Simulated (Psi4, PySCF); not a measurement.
H₃BF₂O₂Si (SMILES OB(O)[SiH](F)F), singlet, geometry from GFN2-xTB, atoms displaced at random by about 0.03 Å a coordinate. Base run: PySCF with TPSS/STO-3G, gradient.

Input for PySCF:
```python
from pyscf import gto, scf, dft

mol = gto.M(
    atom='''
Si   -0.82497558   -0.28489466   -0.24621683
F    -1.19005114   -1.16246299    0.97762032
F    -1.67490373    1.09749206    0.09891366
B     1.09292995    0.12834817   -0.23282354
O     1.88519647    0.06721982    0.87995525
O     1.74795002    0.42318708   -1.33953909
H    -1.54540815   -0.92086736   -1.41231980
H     1.43685981   -0.18848341    1.72576025
H     2.69356538    0.61144402   -1.29979374
''',
    basis='sto-3g',
    verbose=3,
)

mf = dft.RKS(mol)
mf.xc = 'tpss'
mf.kernel()
g = mf.nuc_grad_method()
grad = g.kernel()
```

Programs used: Psi4, PySCF; a row that names a program was run with it.

The coordinate followed is y of atom 2.

The base run was repeated with changes; each row names its change, and settings that it needs were set with it.

```tsv
change	dE/dx (Eh/bohr)	net force (Eh/bohr)
base	0.057065	0.000392
finite difference step (bohr) = 1e-4; conv_tol = 1e-11	0.056973	-
grids.level = 0; grid_response = on	…	0.000000
finite difference step (bohr) = 1e-5; conv_tol = 1e-11	0.056974	-
conv_tol = 1e-11	0.057065	0.000392
conv_tol = 1e-6	0.057053	0.000392
code = psi4	0.056992	0.000587
grid_response = on	0.056973	0.000000
grids.level = 5; grid_response = on	0.057075	0.000000
finite difference step (bohr) = 0.2; conv_tol = 1e-11	0.057510	-
density fitting = on	0.057058	0.000392
finite difference step (bohr) = 0.05; conv_tol = 1e-11	0.057008	-
```

Q: Some entries are withheld; supply them.

A: 
- grids.level = 0; grid_response = on, dE/dx (Eh/bohr): 0.066528

The net force is zero for an exact gradient.
